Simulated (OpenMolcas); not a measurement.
**Ionisation energies of bismuth**

```
Program             : OpenMolcas 26.06
Basis               : ANO-RCC-VQZP [9s8p6d4f3g]
Scalar Hamiltonian  : DKH2, point nucleus
Spin-orbit coupling : RASSI with atomic mean-field integrals over the reference wave functions, term energies averaged over their components
```

Active shells in each charge state: the valence s, p shells, with orbitals averaged over the low states. Where CASPT2's correlated closed shells are named, they are those of the first ion.

A. CASSCF
B. SS-CASPT2, IPEA 0.25 Eh, imaginary shift 0.1 Eh (closed shells correlated: 4f 5s 5p 5d)

Energies in eV between the lowest computed levels (charge -1 gives the electron affinity), named as in B; reference values from the NIST Atomic Spectra Database with their kind.

```tsv
From	To	A	B	Spin-orbit share in B	Reference
Bi- 6s2 6p4 3P2	Bi 6s2 6p3 4S* 3/2	-0.152	0.713	+0.080	
Bi 6s2 6p3 4S* 3/2	Bi+ 6s2 6p2 3P0	6.612	7.395	-1.418	7.286 (measured)
Bi+ 6s2 6p2 3P0	Bi2+ 6s2 6p 2P* 1/2	15.662	16.514	+0.561	16.703 (measured)
Bi2+ 6s2 6p 2P* 1/2	Bi3+ 6s2 1S0	24.135	25.254	+1.474	25.571 (measured)
Bi3+ 6s2 1S0	Bi4+ 6s 2S 1/2	43.213	44.612	+0.000	45.370 (measured)
Bi4+ 6s 2S 1/2	Bi5+ 5d10 1S0	54.158	56.068	+0.000	54.856 (measured)
```

Error against the reference values, in %:

| From | Reference | A | B |
| --- | --- | --- | --- |
| Bi | measured | -9.3 | +1.5 |
| Bi+ | measured | -6.2 | -1.1 |
| Bi2+ | measured | -5.6 | -1.2 |
| Bi3+ | measured | -4.8 | -1.7 |
| Bi4+ | measured | -1.3 | +2.2 |

Mean absolute error over the 5 measured values: A 1.20 eV, B 0.52 eV. B lies closest.

No diffuse functions were added, so the electron affinity comes out too small, and without dynamic correlation a bound anion can come out unbound.

* marks odd parity.
